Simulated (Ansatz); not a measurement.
Conformers of CH₄ClFGeOSe, SMILES `C[O][Ge]([F])([Cl])[SeH]`, each relaxed with PBE0-D4/def2-TZVP in Ansatz. CBS adds the triple-zeta coupled-cluster correction to the MP2 limit.

Outer-core shells of Ge, Se are correlated without core-valence functions. Scalar relativity is left out up to krypton. Spin–orbit coupling is left out.

Not all of them had a frequency check.

Conformer A:

Z-matrix (Å, degrees):
```
C
O 1 1.419
H 1 1.094 2 111.2
H 1 1.091 2 107.0 3 118.9
H 1 1.095 2 112.0 3 -122.1
Ge 2 1.747 1 119.9 3 70.5
Cl 6 2.116 2 105.3 1 -174.5
F 6 1.729 2 109.2 1 -59.8
Se 6 2.328 2 112.9 1 58.7
H 9 1.469 6 89.6 2 -137.3
```

Conformer B:

Z-matrix (Å, degrees):
```
C
O 1 1.421
H 1 1.093 2 111.6
H 1 1.091 2 107.0 3 119.1
H 1 1.094 2 111.4 3 -122.2
Ge 2 1.747 1 119.8 3 59.4
Cl 6 2.131 2 112.0 1 61.0
F 6 1.729 2 106.3 1 -52.6
Se 6 2.309 2 110.3 1 -175.1
H 9 1.471 6 89.8 2 41.8
```

Task: Which is lowest in electronic energy at CCSD(T)/CBS (frozen core, def2 sets), and by how much? (An estimate is asked.)

Result: Ansatz gave: B; A lies 3.9 kJ/mol higher.

Task: Give the energies relative to B (kJ/mol) with PBE0-D4/def2-TZVPP, r2SCAN/def2-TZVPP, PBE0/def2-TZVPP, MP2/def2-TZVPP, SCS-MP2/def2-TZVPP, CCSD/def2-TZVPP, MP2/def2-QZVPP. (An estimate is asked.)

Result: The calculation gave: 
```tsv
level	A
PBE0-D4/def2-TZVPP	3.1
r2SCAN/def2-TZVPP	3.4
PBE0/def2-TZVPP	3.3
MP2/def2-TZVPP	3.7
SCS-MP2/def2-TZVPP	3.9
CCSD/def2-TZVPP	4.0
MP2/def2-QZVPP	3.9
```
